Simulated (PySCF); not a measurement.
Input file for PySCF: R-B3LYP/6-311+G** on FHN2 (a complex), monomers drawn apart or pushed together.

```python
from pyscf import gto, scf, dft, mp
from pyscf.data.elements import chemcore

mol = gto.M(
    atom='''
    F    -0.39062034   -0.20737798   -0.65063602
    H    -0.28308581   -0.17248773    0.27056974
    N     0.17368741   -0.02707254    4.17548992
    N     0.04703591   -0.06699752    3.09389817
    ''',
    basis='6-311+g**',
    charge=0, spin=0, verbose=3, max_memory=1800)
mf = dft.RKS(mol, xc='b3lyp')
mf.conv_tol = 1e-8
mf.max_cycle = 100
mf.kernel()
if not mf.converged:
    mf = mf.newton().run(mf.mo_coeff, mf.mo_occ)
```

Output:

```
converged SCF energy = -210.043762669893
```

The calculation finished and met its thresholds.

Cost: very roughly 0.8 core-seconds.
